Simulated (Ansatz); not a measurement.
# CCSD(T) forces

CH$_{2}$FNSi (SMILES N=C=[SiH]F), closed shell, at a frame of a short PBE0-D4/def2-SVP trajectory.

```xyz
6
angstrom
N 1.6770 -0.1322 -0.7652
C 0.6816 -0.0743 -0.0801
Si -1.1617 0.4190 0.0440
F -2.0663 -0.9801 0.1668
H 2.6466 -0.4038 -0.5137
H -0.8908 0.8888 1.5445
```

Ansatz 0.2.0; basis: def2-TZVPP; cores frozen in the correlated methods.

CCSD(T) forces from the calculation:
```json
{"atom": "N1", "Fx": "0.711", "Fy": "-0.171", "Fz (eV/Å)": "0.696"}
{"atom": "C2", "Fx": "0.137", "Fy": "-0.262", "Fz (eV/Å)": "-0.801"}
{"atom": "Si3", "Fx": "-0.294", "Fy": "-0.585", "Fz (eV/Å)": "1.388"}
{"atom": "F4", "Fx": "0.956", "Fy": "1.102", "Fz (eV/Å)": "-0.007"}
{"atom": "H5", "Fx": "-1.068", "Fy": "0.244", "Fz (eV/Å)": "-0.199"}
{"atom": "H6", "Fx": "-0.442", "Fy": "-0.328", "Fz (eV/Å)": "-1.077"}
```

Root-mean-square difference of the force components from those of CCSD(T): PBE-D4 0.270; r2SCAN-D4 0.208; PBE0-D4 0.372; wB97M-V 0.504 eV/Å.

T1 diagnostic: at most 0.023. The restricted Hartree–Fock reference is unstable towards an unrestricted one here. These are differences at one structure, and CCSD(T) in triple zeta is itself an approximation.

For scale, one of the runs: CCSD(T)/def2-TZVPP forces, 163 basis functions, launched by `ansatz run in.yaml --threads 2 --pin off --events-out ev --progress --plain --max-ram 3481MiB`. Hardware: 2 CPU threads of an Intel Xeon, shared host. Wall time 6.5 min; peak host memory 2.2 GiB.
